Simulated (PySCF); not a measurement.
**Correlation energy of Sn (tin, neutral)**

[Kr] 4d10 5s2 5p2, high-spin 3P determinant. Computed with PySCF 2.14 in aug-cc-pVDZ-PP with ECP28MDF, with scalar relativity through the core potential. Frozen: 4s2 4p6 4d10; 4 electrons correlated.

```csv
level,correlation energy (mhartree)
CCSD,-49.61
(T),-0.77
CCSD(T),-50.38
CCSDT,-50.67
```

Diagnostics: T1 = 0.0091, D1 = 0.0247, largest double amplitude 0.074.

Cost of the coupled-cluster step: of the order of 0.1 core-seconds, for 4 correlated electrons.
